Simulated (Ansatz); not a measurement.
Geometry optimisation, UKS BHLYP-D4/def2-SVP in Ansatz.

Input:

```yaml
crystal:
  periodic: [false, false, false]
  atoms:
    - { symbol: Ge, position_ang: [0.0, 0.0, 0.0] }
    - { symbol: F, position_ang: [0.0, 0.0, 1.93] }
    - { symbol: F, position_ang: [1.5842, 0.0, -0.5594] }
    - { symbol: F, position_ang: [-0.7913, 1.3709, -0.5594] }
    - { symbol: F, position_ang: [-0.7913, -1.3709, -0.5594] }
    - { symbol: O, position_ang: [0.0, 0.0, 3.46] }
    - { symbol: H, position_ang: [-0.5144, -0.8011, 3.7971] }
magnetization:
  spin_polarized: true
  initial_magnetization: 1
basis:
  gaussian: { orbitals: def2-SVP }
hamiltonian:
  xc: { name: BHLYP }
  dispersion: d4
relax:
  f_tol: 0.15
  max_steps: 25
  restrain:
    - { distance: [1, 5], at: 1.23, k: 30.0 }
    - { distance: [0, 1], at: 2.88, k: 30.0 }
```

Command:

```bash
$ ansatz run input.yaml --threads 4 --pin off --max-ram 5120MiB --backend cpu --events-out ev --progress --plain --runs-dir out
```

**Question.** Where does it end, and by what steps?

**Answer.** The run converged. The restraints hold the end off the free minimum; the threshold counts their pulls, which the force column leaves out. Restrained pairs: F2–O6 (1.53 → 1.33 Å), Ge1–F2 (1.93 → 2.88 Å). After 16 steps the energy has risen by 0.319 eV (the restraints' own energy left out); F3 moved furthest, 0.94 Å. The start is strongly strained (largest force component 10 eV/Å), so its close contacts needn't be bonds.

```json
{"step": "0", "energy less start (eV)": "0.0000", "largest force component (eV/Å)": "10.378", "accepted": "yes"}
{"step": "1", "energy less start (eV)": "0.7279", "largest force component (eV/Å)": "3.265", "accepted": "yes"}
{"step": "2", "energy less start (eV)": "1.1433", "largest force component (eV/Å)": "4.649", "accepted": "yes"}
{"step": "3", "energy less start (eV)": "1.1997", "largest force component (eV/Å)": "5.460", "accepted": "yes"}
{"step": "4", "energy less start (eV)": "0.4136", "largest force component (eV/Å)": "2.917", "accepted": "yes"}
{"step": "5", "energy less start (eV)": "0.4124", "largest force component (eV/Å)": "3.218", "accepted": "yes"}
{"step": "6", "energy less start (eV)": "0.3785", "largest force component (eV/Å)": "2.826", "accepted": "yes"}
{"step": "7", "energy less start (eV)": "0.3973", "largest force component (eV/Å)": "3.126", "accepted": "yes"}
{"step": "8", "energy less start (eV)": "0.3850", "largest force component (eV/Å)": "2.901", "accepted": "yes"}
{"step": "9", "energy less start (eV)": "0.3347", "largest force component (eV/Å)": "2.124", "accepted": "no"}
{"step": "10", "energy less start (eV)": "0.3821", "largest force component (eV/Å)": "2.901", "accepted": "yes"}
{"step": "11", "energy less start (eV)": "0.3748", "largest force component (eV/Å)": "2.849", "accepted": "yes"}
{"step": "12", "energy less start (eV)": "0.3544", "largest force component (eV/Å)": "2.642", "accepted": "yes"}
{"step": "13", "energy less start (eV)": "0.3265", "largest force component (eV/Å)": "2.410", "accepted": "yes"}
{"step": "14", "energy less start (eV)": "0.2972", "largest force component (eV/Å)": "2.199", "accepted": "yes"}
{"step": "15", "energy less start (eV)": "0.3164", "largest force component (eV/Å)": "2.426", "accepted": "yes"}
{"step": "16", "energy less start (eV)": "0.3189", "largest force component (eV/Å)": "2.424", "accepted": "yes"}
```

```xyz
7
Properties=species:S:1:pos:R:3
Ge 0.363 0.183 -0.215
F -0.520 -0.579 2.420
F 1.505 0.051 -1.494
F -0.744 1.406 -0.692
F -0.533 -1.279 -0.257
O -0.093 -0.010 3.539
H -0.490 -0.574 4.208
```

Time of the run: 16 s on 4 threads of AMD EPYC 9R45 96-Core Processor (Zen 5) (shared host), peak memory 0.4 GiB.
